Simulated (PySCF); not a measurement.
Partial charges of `C=CN(C)N(C)[SiH3]`

C4H12N2Si.
Structure used (GFN2-xTB), in Å, numbered top down from 1:
```xyz
19
C4H12N2Si angstrom
C      2.5438   -0.1361    1.3054
C      1.2541   -0.4320    1.1796
N      0.4514   -0.1931    0.0870
C      0.9328    0.6440   -0.9866
N     -0.9252   -0.1887    0.3290
C     -1.4396    1.0390    0.8912
Si    -1.8580   -1.3439   -0.5478
H      3.1031    0.3913    0.5547
H      3.0853   -0.4421    2.1811
H      0.7282   -0.9631    1.9617
H      1.1657    1.6646   -0.6575
H      1.8343    0.1972   -1.4054
H      0.1687    0.6828   -1.7608
H     -1.4138    1.8693    0.1757
H     -0.8479    1.3172    1.7674
H     -2.4700    0.8760    1.1956
H     -1.0579   -2.5618   -0.5069
H     -2.1351   -0.9838   -1.9505
H     -3.1296   -1.4275    0.1684
```

Density: PBE0/pcSseg-1 (PySCF); schemes: Mulliken, IAO, Hirshfeld and ESP-fitted. Isolated species at its GFN2-xTB geometry (one conformer only).

**Question.** What partial charge does each atom carry?

**Answer.** In e:

```csv
atom,environment,Mulliken,IAO,Hirshfeld,ESP-fitted
C1,terminal =CH2 carbon,-0.272,-0.436,-0.167,-0.634
C2,vinylic carbon bearing nitrogen,+0.114,-0.042,-0.009,+0.001
N3,hydrazine nitrogen,-0.456,-0.100,-0.012,+0.041
C4,N-methyl carbon,-0.071,-0.317,-0.069,-0.449
N5,hydrazine nitrogen,-0.616,-0.425,-0.127,-0.259
C6,N-methyl carbon,-0.041,-0.310,-0.075,-0.384
Si7,SiH3 silicon,+0.650,+0.746,+0.339,+0.504
H8,vinylic hydrogen,+0.106,+0.140,+0.031,+0.217
H9,vinylic hydrogen,+0.114,+0.154,+0.037,+0.212
H10,vinylic hydrogen,+0.099,+0.157,+0.048,+0.142
H11,methyl hydrogen,+0.107,+0.126,+0.035,+0.162
H12,methyl hydrogen,+0.131,+0.154,+0.049,+0.167
H13,methyl hydrogen,+0.126,+0.153,+0.047,+0.174
H14,methyl hydrogen,+0.102,+0.120,+0.032,+0.144
H15,methyl hydrogen,+0.118,+0.146,+0.041,+0.159
H16,methyl hydrogen,+0.114,+0.150,+0.049,+0.152
H17,Si–H hydrogen,-0.088,-0.119,-0.076,-0.123
H18,Si–H hydrogen,-0.118,-0.162,-0.092,-0.122
H19,Si–H hydrogen,-0.118,-0.135,-0.079,-0.105
```

Mean size of the charges over all atoms: ESP-fitted 0.219 e, IAO 0.215 e, Mulliken 0.187 e, Hirshfeld 0.074 e. Each set sums to the total charge, 0, to within 0.001 e. The IAO scheme counts the electrons in orthogonalised intrinsic atomic orbitals, a minimal basis polarised so that it spans the occupied orbitals exactly. The Mulliken scheme counts on each atom the diagonal of the density matrix times the overlap matrix over that atom's basis functions.

Lowest charge. The schemes don't all agree: Mulliken N5 (-0.616); IAO C1 (-0.436); Hirshfeld C1 (-0.167); ESP-fitted C1 (-0.634).

Highest charge. All schemes agree: Mulliken Si7 (+0.650); IAO Si7 (+0.746); Hirshfeld Si7 (+0.339); ESP-fitted Si7 (+0.504).

**Question.** How closely do the schemes follow one another over all atoms?

**Answer.** Correlation coefficient and root-mean-square difference: IAO with Hirshfeld 0.97, 0.172 e; IAO with ESP-fitted 0.93, 0.099 e; Hirshfeld with ESP-fitted 0.86, 0.187 e; Mulliken with IAO 0.86, 0.140 e; Mulliken with Hirshfeld 0.84, 0.179 e; Mulliken with ESP-fitted 0.68, 0.210 e.

**Question.** How many electrons does the IAO scheme count on N5?

**Answer.** Z − q = 7 − (-0.425) = 7.425.
